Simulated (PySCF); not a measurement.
**Two-component Hartree-Fock for Tb²⁷⁺ (terbium, charge +27)**

Start: [Kr] 4d2; 4d3/2 filled at m_j = +1/2, +3/2. Calculated with PySCF 2.14 in an even-tempered Gaussian basis (17 s from 2.3 bohr⁻², ratio 2.8; 14 p from 2.9 bohr⁻², ratio 2.8; 9 d from 2.9 bohr⁻², ratio 2.8; 3 f from 11 bohr⁻², ratio 3): generalised Hartree-Fock with the X2C-1e Hamiltonian and a Gaussian nucleus; one run each with spin-orbit coupling (SO) switched off, then screened by Boettger's factors.

| spinor shell | electrons | ε, spin-free (eV) | ε, screened SO (eV) | weight of nominal j (screened SO) | rms radius, screened SO (bohr) |
| --- | --- | --- | --- | --- | --- |
| 1s1/2 | 2 | -53179.3 | -53168.5 | 1.000 | 0.0245 |
| 2s1/2 | 2 | -9709.0 | -9705.3 | 1.000 | 0.0990 |
| 2p1/2 | 2 | -8726.0 | -9253.9 | 1.000 | 0.0847 |
| 2p3/2 | 4 | -8726.0 | -8500.2 | 1.000 | 0.0911 |
| 3s1/2 | 2 | -2896.2 | -2894.8 | 1.000 | 0.253 |
| 3p1/2 | 2 | -2586.7 | -2699.3 | 1.000 | 0.244 |
| 3p3/2 | 4 | -2586.7 | -2537.4 | 1.000 | 0.257 |
| 3d3/2 | 4 | -2185.3 | -2207.0 | 1.000 | 0.229 |
| 4s1/2 | 2 | -1210.7 | -1210.1 | 1.000 | 0.534 |
| 4p1/2 | 2 | -1091.1 | -1127.7 | 0.997 | 0.540 |
| 4p3/2 | 4 | -1091.1 | -1074.6 | 0.998 | 0.566 |
| 4d3/2 | 2 | -950.58 | -954.85 | 0.992 | 0.560 |

Q: Where does 3d5/2 lie, and what is the 3d spin-orbit splitting (screened SO)?

A: At -2169.3 eV, 37.698 eV above 3d3/2.

```csv
quantity,spin-free,screened SO
E (hartree),-11350.29744,-11358.79876
M_J,2,2
⟨J²⟩,8.002,6.056
⟨L²⟩,12.002,10.453
⟨S²⟩,2.000,1.593
```

Each row is a mean over spinors that exchange with the open shell spreads, by up to 13.953 eV (4p1/2).

⟨J²⟩ departs a little from M_J(M_J + 1) because the unrestricted spinors polarise the closed shells.

Breit and QED terms are absent; they matter most for the inner s and p1/2 levels.

Densities and radii are taken from the X2C orbitals without a picture-change correction, which distorts them close to the nucleus.

Without spin-orbit coupling the j labels of p, d and f shells carry no meaning; the spin-free column gives the mean over the occupied spinors of each nl shell, and its ⟨J²⟩ belongs to a mixture of degenerate components.
